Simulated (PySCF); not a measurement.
**TeN: frontier orbitals**

PBE at R = 1.885 Å; basis Te x2c-SVPall, N x2c-SVPall; spin-free X2C with a Gaussian nucleus; PySCF 2.14. State: ²Π (doublet), unpaired electrons π ↑. Only the outer orbitals are listed, counted within each symmetry.

| spin | orbital | occ. | ε (eV) | on Te (%) | main shells (%) |
| --- | --- | --- | --- | --- | --- |
| α | 11σ | 1 | -20.00 | 34 | 61 N s, 27 Te s |
| α | 12σ | 1 | -14.03 | 74 | 68 Te s, 25 N s |
| α | 13σ | 1 | -7.87 | 36 | 54 N p, 33 Te p, 10 N s |
| α | 6π | 1 | -7.86 | 51 | 49 N p, 49 Te p |
| α | 6π | 1 | -7.84 | 45 | 54 N p, 44 Te p |
| α | 7π | 1 | -4.71 | 58 | 56 Te p, 42 N p |
| α | 7π | 0 | -4.67 | 54 | 51 Te p, 46 N p |
| α | 14σ | 0 | -0.79 | 80 | 65 Te p, 25 N p, 10 Te d |
| α | 15σ | 0 | 3.90 | 103 | 104 Te s |
| β | 11σ | 1 | -19.35 | 41 | 53 N s, 33 Te s |
| β | 12σ | 1 | -13.56 | 70 | 62 Te s, 30 N s |
| β | 6π | 1 | -7.58 | 62 | 61 Te p, 38 N p |
| β | 13σ | 1 | -7.49 | 35 | 52 N p, 32 Te p, 12 N s |
| β | 6π | 1 | -6.85 | 66 | 65 Te p, 34 N p |
| β | 7π | 0 | -4.27 | 43 | 57 N p, 40 Te p |
| β | 7π | 0 | -3.39 | 39 | 61 N p, 35 Te p |
| β | 14σ | 0 | -0.54 | 79 | 63 Te p, 26 N p, 11 Te d |

Task: Which are the highest filled and the lowest empty level, where do they sit, and how wide is the gap?

Result: Highest filled α 7π at -4.71 eV (in %: 56 Te p, 42 N p); lowest empty α 7π at -4.67 eV (in %: 51 Te p, 46 N p); the gap at PBE is 0.04 eV. Both belong to one degenerate shell, split only by its one-sided filling, so this is no excitation gap.

| Property | Result |
| --- | --- |
| bond order (Mayer) | 2.42 |
| ⟨S²⟩ | 0.765 |
| charge on Te (Mulliken, basis-dependent) | 0.29 |
| charge on Te (Löwdin, basis-dependent) | 0.32 |
| dipole moment (positive dipole means Te(−)N(+)) | -2.61 D |
| polarisability along the bond | 45.5 bohr³ |
| polarisability across the bond | 24.0 bohr³ |

Shares are Mulliken populations and can fall outside 0 to 100 %.

Spin–orbit coupling is left out. The state is the lowest determinant that a PBE0 search found; another state may lie lower at other levels.
